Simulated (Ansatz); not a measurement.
`F[Si](Cl)(Br)Br`, one more setting.

```yaml
crystal:
  periodic: [false, false, false]
  atoms:
    - {symbol: F, position_ang: [0.841943, -1.079618, 0.955809]}
    - {symbol: Si, position_ang: [0.034263, -0.063727, 0.059157]}
    - {symbol: Cl, position_ang: [-1.526518, 0.619697, 1.140451]}
    - {symbol: Br, position_ang: [-0.667093, -1.125862, -1.712844]}
    - {symbol: Br, position_ang: [1.367205, 1.575910, -0.483972]}
basis:
  gaussian: {orbitals: 6-31G}
total_charge: -1
magnetization: {spin_polarized: true, initial_magnetization: 1}
hamiltonian: {xc: {name: RPBE}, dispersion: d3bj}
output: {forces: true}
```

```sh
$ ansatz run in.yaml --threads 4 --pin off --events-out ev --progress --plain --max-ram 10444MiB
```

Output, abridged:

```
Functional definition: RPBE
1145 factors; their error is unknown
mean field evaluation 1: about -163178.1224 eV, gradient 1.2e1 eV
mean field evaluation 2: about -163177.4111 eV, gradient 1.5e1 eV
mean field evaluation 4: about -163179.1848 eV, gradient 1.4e0 eV
mean field evaluation 8: about -163179.1329 eV, gradient 2.4e-2 eV
mean field -163179.13288249 eV, -5996.7225266427 hartree, gradient 2.7e-5 eV, S^2 0.750885; 0 other end points of the search recorded, 0 dependent functions left out
reference -163179.13291903 eV, -5996.7225279855 hartree; 56, 55 occupied and 37, 38 virtual orbitals, 1145 factors
Total energy: -163180.63071486 eV, -5996.7775709671 hartree
Atom 0 at     0.841943    -1.079618     0.955809 Å, force     3.201335    -4.185673     3.903425 eV/Å
Atom 1 at     0.034263    -0.063727     0.059157 Å, force    -0.588579     1.446252    -2.204338 eV/Å
Atom 2 at    -1.526518     0.619697     1.140451 Å, force    -4.507561     1.742654     3.630805 eV/Å
Atom 3 at    -0.667093    -1.125862    -1.712844 Å, force    -1.740759    -3.071869    -4.289019 eV/Å
Atom 4 at     1.367205     1.575910    -0.483972 Å, force     3.635564     4.068636    -1.040874 eV/Å
Dipole moment:     0.084308    -0.022046    -0.091183 e Å
```

It took 1.6 s on 4 threads of an Arm Neoverse V1 on a shared host, with 0.17 GiB of host memory at the peak.
